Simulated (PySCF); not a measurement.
Potential energy curve for HF (cation, charge +1), doublet. Each curve is given relative to its own lowest point near equilibrium.

```
R / Å      A      B      C
-----  -----  -----  -----
0.76    69.7   81.1   75.2
0.80    42.7   52.1   47.3
0.86    17.3   23.8   20.5
0.90     7.7   12.4   10.0
0.96     0.9    3.0    1.9
0.98     0.1    1.4    0.7
1.01     0.0    0.1    0.0
1.04     1.0    0.0    0.4
1.08     3.6    1.2    2.3
1.10     5.3    2.2    3.7
1.18    14.3    8.6   11.2
1.26    25.2   16.9   20.7
1.37    41.0   29.7   34.7
1.52    62.0   46.8   53.2
1.65    78.5   60.1   67.4
1.83    97.5   75.6   83.6
2.01   112.0   87.6   95.7
2.20   122.4   97.0  105.0
2.49       —  106.2  113.9
2.71       —  110.1  117.7
3.03       —  112.8  120.1
3.50       —  113.0  120.4
4.01       —  111.3  118.8
```

Energies in mEh.

Problem. Assign the columns to these levels of theory: CASSCF(7,5)/cc-pVTZ run with PySCF; unrestricted LDA (SVWN5)/cc-pVTZ run with PySCF; unrestricted TPSSh/cc-pVTZ run with PySCF.

Solution. A is CASSCF(7,5); B is UKS-LDA (SVWN5); C is UKS-TPSSh.

Dashes: no converged value, or the column stops at the first point that the program doubted or that broke a chosen test of continuity, which isn't proof of a fault.

The unrestricted determinant behind UKS-LDA (SVWN5) is spin-contaminated at 2.49 to 4.01 Å (<S²> up to 1.0, against 0.75 for a pure doublet). At the longest distance UKS-LDA (SVWN5), UKS-TPSSh leaves fractional charges on the fragments, a sign of delocalisation error or of the restricted form. The unrestricted determinant behind UKS-TPSSh is spin-contaminated at 2.20 to 4.01 Å (<S²> up to 1.0, against 0.75 for a pure doublet).
